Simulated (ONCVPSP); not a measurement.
**PBE ONCV dataset for copper (Cu), scalar-relativistic all-electron reference.**

ONCVPSP 4.0.1 input, shortened (lines: element, Z, core and valence counts, functional; n l f; lmax; l rc ep ncon nbas qcut; lloc lpopt rc5 dvloc0; l nproj debl; icmod fcfact rcfact), PBE, scalar-relativistic:

```
  Cu 29.00    3    3        4      upf
    1    0    2.00
    2    0    2.00
    2    1    6.00
    3    0    2.00
    3    1    6.00
    3    2    9.00
    3
    0    0.70    0.00    3    7   10.50
    1    1.10    0.00    5    9   10.80
    2    0.70    0.00    4    8   24.00
    3    0.95    0.07    4    9   11.80
    2    5    0.70    0.00
    0    2    0.40
    1    2    2.00
    2    0    1.90
    3    1    2.10
    0    0.00    0.00
```

In the s channel the program set the typed energies aside and used -5.155, 0.250 Ha. In the p channel the program set the typed energies aside and used -3.587, 0.250 Ha.

All-electron outer shells of the reference configuration (PBE, scalar-relativistic, ld1.x):

```csv
shell,level (eV),outermost node (bohr),outermost maximum (bohr)
3s,-140.29,0.29,0.61
3p,-97.62,0.26,0.62
3d,-29.63,–,0.60
```

Task: Estimate the cutoffs (Ha) at which the residual kinetic energy of the hardest occupied pseudo-wave falls to 1 and 0.1 mHa per electron.

Result: 216 Ha and 388 Ha.

Task: What does a ghost test show?

Result: No bound ghost flagged; GHOST(+) flagged for s at 286.6 eV.

Its largest configuration-test error is +1.9 meV (3s2 3p6 3d9 4s1 4p1). 1 of 4 tests not solved or not reliable.
